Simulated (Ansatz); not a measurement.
Species: sum formula Si₂H₄F (charge 0, doublet). It need not be the lowest isomer of its formula. SMILES: F[SiH2][SiH2]
Geometry from a B3LYP-D3(BJ)/def2-TZVP (Ansatz, a first-principles code) optimisation:
```xyz
7

F     -1.5224    -0.8332    -0.5339
Si    -0.7300     0.2729     0.3301
Si     1.5482     0.1217    -0.1507
H     -1.2308     1.6104    -0.0595
H     -1.0562     0.0132     1.7525
H      2.2801     1.3812     0.1368
H      2.2545    -1.0301     0.4641
```
Charge 0, spin multiplicity 2.

Parts of the frozen-core correlation energy in cc-pV(T+d)Z (Ansatz, hartree). Frozen orbitals: 11; correlated occupied orbitals by spin: 10 and 9; virtual: 143 and 144. UHF or UKS for open shells. No spin-orbit coupling. No relativistic terms.

```csv
term,value
reference (HF),-679.72288
MP2 opposite-spin,?
MP2 same-spin,-0.10278
CCSD correlation,?
(T),?
T1 diagnostic,0.014
largest doubles amplitude,0.022
<S^2> of the reference,0.761
```

### Question
What belongs in the gaps?

### Answer

- MP2 opposite-spin, value: -0.37595
- CCSD correlation, value: -0.51760
- (T), value: -0.01579
